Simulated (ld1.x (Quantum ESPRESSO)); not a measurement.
As (Z = 33), TM: configuration errors across variants

- Element: As (Z = 33)
- Generator: ld1.x (Quantum ESPRESSO) 7.5
- Type: norm-conserving Troullier–Martins (Kleinman–Bylander form)
- Functional: PBEsol
- Relativity: scalar-relativistic
- Frozen core: [Ar] 3d10
- Valence charge: 5
- Reference configuration: 4s2 4p3
- Partial waves: 4s (bound): rc 1.70 bohr; 4p (bound): rc 1.70 bohr; 4d channel at -0.15 Ry: rc 1.45 bohr
- Local potential: the d channel
- Core correction: none

All-electron excitation energies from the reference (eV): (1) 4s2 4p2 9.158; (2) 4s1 4p4 9.425; (3) 4s2 4p3.3 -1.234; (4) 4s1 4p3 19.273; (5) 4s0 4p5 19.073.

Tests that are not counted but printed errors over 1 eV. “base”: 4s2 4p1 (solver errors, printed error -47.9 eV); 4s2 4p0 (solver errors, printed error -15.8 eV). “wave 4d channel at -0.15 Ry: rc 1.45 bohr becomes 4d channel at -0.15 Ry: rc 1.32 bohr”: 4s2 4p0 (solver errors, printed error -23.4 eV). “wave 4d channel at -0.15 Ry: rc 1.45 bohr becomes 4d channel at -0.15 Ry: rc 1.48 bohr”: 4s2 4p1 (solver errors, printed error -47.2 eV); 4s2 4p0 (solver errors, printed error -23.7 eV); 1 more. “wave 4d channel at -0.15 Ry: rc 1.45 bohr becomes 4d channel at -0.15 Ry: rc 1.62 bohr”: 4s2 4p1 (solver errors, printed error -48.4 eV); 4s2 4p0 (solver errors, printed error -16.9 eV).

1 further variants failed, have other tests or too few solved ones, and are left out.

A true bound ghost makes a file unfit for plane-wave use even where its test errors are small: the radial tests pick states by their node count and pass the ghost by. Where a test does run into it, the solver fails or the error is huge.

Errors AE − PS in meV (a dash: test not solved or not reliable):

```tsv
change	(1)	(2)	(3)	(4)	(5)	bound ghosts
base	-0.5	+4.1	+2.3	+6.3	+17	s, p
wave 4d channel at -0.15 Ry: rc 1.45 bohr becomes 4d channel at -0.15 Ry: rc 1.16 bohr	-4.1	+3.9	0.0	+5.0	+18	s, p
wave 4d channel at -0.15 Ry: rc 1.45 bohr becomes 4d channel at -0.15 Ry: rc 1.32 bohr	-3.7	+3.8	+0.1	+4.6	+17	s, p
wave 4d channel at -0.15 Ry: rc 1.45 bohr becomes 4d channel at -0.15 Ry: rc 1.48 bohr	+0.8	+4.2	+5.1	–	+16	s, p
wave 4d channel at -0.15 Ry: rc 1.45 bohr becomes 4d channel at -0.15 Ry: rc 1.62 bohr	0.0	+4.3	+1.8	+6.2	+15	s, p
wave 4d channel at -0.15 Ry: rc 1.45 bohr becomes 4d channel at -0.15 Ry: rc 1.96 bohr	-11	+1.6	-0.3	-13	+8.6	p
wave 4d channel at -0.15 Ry: rc 1.45 bohr becomes 4d channel at -0.15 Ry: rc 2.20 bohr	-14	+0.8	-0.5	-20	+5.6	none
```

(1) Give the same row for: wave 4d channel at -0.15 Ry: rc 1.45 bohr becomes 4d channel at -0.15 Ry: rc 1.84 bohr.

Answers

(1) -8.0, +2.6, -0.2, -5.9, +12; bound ghosts: s, p.
